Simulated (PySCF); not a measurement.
Assigning NMR signals

Geometry:
```
atom   x (Å)   y (Å)   z (Å)
  C1   3.082  -0.838   1.535
  C2   2.227  -0.189   0.992
 Si3   0.932   0.805   0.150
  C4  -0.863   0.325   0.702
  C5  -1.856   1.316   0.765
  N6  -2.646   2.151   0.782
  C7  -0.422  -0.139  -0.701
  C8  -1.228  -0.248  -1.952
  C9  -0.801  -1.372  -1.450
 H10   3.825  -1.409   2.013
 H11   1.256   2.183  -0.163
 H12  -0.988  -0.450   1.452
 H13  -1.779   0.294  -2.680
 H14  -0.740  -2.432  -1.466
```

[PySCF 2.14: GFN2-xTB geometry; shielding tensors at PBE0/pcSseg-1 (GIAO); gas phase; one conformer; non-relativistic]

Scale: $^{13}$C, $^{1}$H vs TMS (reference shieldings calculated alike).

Q: Assign these signals to the numbered atoms. $^{13}$C{$^{1}$H} NMR (computed): δ 124.5 (C), 121.9 (CH), 121.7 (CH), 104.7 (CH), 84.3 (C), 23.4 (C), 3.2 (CH).

A: 
```tsv
δ (ppm)	atoms	environment	reason
124.5	C5	nitrile carbon	C≡N carbons fall here, among the sp2 signals but without a proton
121.9	C8	alkene CH	an sp2 carbon of a C=C bond
121.7	C9	alkene CH	–
104.7	C1	terminal alkyne carbon	the triple bond shields along its axis, which puts it between sp3 and sp2 carbons
84.3	C2	alkyne carbon	sp carbons lie upfield of alkene carbons because the cylindrical π system leaves one tensor component strongly shielded
23.4	C7	three-membered-ring carbon	carbons of three-membered rings are unusually shielded
3.2	C4	three-membered-ring carbon	–
```

C8 and C9 lie closer than the usual error of such a calculation, so a measured spectrum could show them in the other order.

Q: Assign these signals to the numbered atoms. $^{1}$H NMR (500 MHz, computed): δ 7.60 (d, 1H), 7.39 (d, 1H), 4.30 (m, 1H), 1.94 (d, 1H), 1.19 (m, 1H).

A: 
7.60 → H13, hydrogen on an alkene CH: a vinylic proton, deshielded by the sp2 carbon and the C=C anisotropy
7.39 → H14, hydrogen on an alkene CH
4.30 → H11, hydrogen on a silicon bonded to 3 C, in a 3-membered ring
1.94 → H10, hydrogen on a terminal alkyne carbon: it lies on the axis of the triple bond, in its shielding cone
1.19 → H12, hydrogen on a three-membered-ring carbon: cyclopropane-type protons are shielded by the ring

Shifts are as computed. Against solution values, carbons near 30 ppm lie about +3 ppm off and those near 130 ppm about +5 ppm. Of 1309 compounds with measured shifts, 239 miss one by over three times the rms of a fit or turn the order of signals round; such compounds aren't used in these exercises. Multiplicities follow the n + 1 count of equivalent neighbours, as no J values were calculated; m marks all less simple cases, F and P coupling included.
